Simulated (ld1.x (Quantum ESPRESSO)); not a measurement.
## What one change does to a pseudopotential (Ge (Z = 32), TM)

ld1.x (Quantum ESPRESSO) 7.5 input, shortened:

```
&input
   title='Ge', zed=32., rel=1, dft='PBESOL', iswitch=3,
   config='[Ar] 3d10 4s2 4p2 4d-2'
 /
 &inputp
   pseudotype=2, tm=.true., lloc=0,
   nlcc=.true., rcore=0.90
 /
3
4P  2  1   2.00   0.00  2.20  2.20  0.0
4D  3  2  -2.00   0.35  2.20  2.20  0.0
4S  1  0   2.00   0.00  1.35  1.35  0.0
 &test
   configts(1)='4s2 4p2'
 /
```

Change: all radii but the core radius scaled by about 0.88 (s 1.18, p 1.94, d 1.94 bohr).

Cutoffs: the cutoffs (Ry, on a coarse ladder) from which the occupation-weighted sum of valence levels, in a spherical-Bessel basis at the reference potential, stays within 10 and 1 mRy of its value at 400 Ry; they do not see the model core or the augmentation charge, which bear on the density cutoff. Errors are all-electron minus pseudo energies relative to the spin-unpolarised reference configuration.

Problem. What does the change do?

Solution. The potential gets harder (40 Ry and 90 Ry → 60 Ry and 230 Ry); the bound ghosts move from d to d, p; of the 7 tests that both files solve, the error grows in 2 and shrinks in 2 by more than 15 % and 0.3 meV (median size 13.5 → 20.4 meV). A smaller radius makes the pseudo-wave follow the all-electron one further in, where it bends more sharply, so more plane waves are needed.

| quantity | base | changed |
| --- | --- | --- |
| cutoff, loose | 40 Ry | 60 Ry |
| cutoff, tight | 90 Ry | 230 Ry |
| loose cutoff by channel (10 mRy a level) | p 10 Ry, s 35 Ry | p 6 Ry, s 55 Ry |
| bound ghosts | d | p, d |
| error for 4s2 4p1, meV [ΔE 7.45 eV] | -5.9 | -5.9 |
| error for 4s2 4p0, meV [ΔE 22.90 eV] | -45 | -37 |
| error for 4s1 4p0, meV [ΔE 57.69 eV] | -273 | -232 |
| error for 4s2 4p1.5, meV [ΔE 2.80 eV] | -1.2 | -1.3 |
| error for 4s1 4p2, meV [ΔE 16.18 eV] | -32 | -38 |
| error for 4s2 4p2.3, meV [ΔE -0.88 eV] | 0.0 | -0.1 |
| error for 4s1 4p3, meV [ΔE 7.98 eV] | -14 | -20 |

 A true bound ghost makes a file unfit for plane-wave use even where its test errors are small: the radial tests pick states by their node count and pass the ghost by.
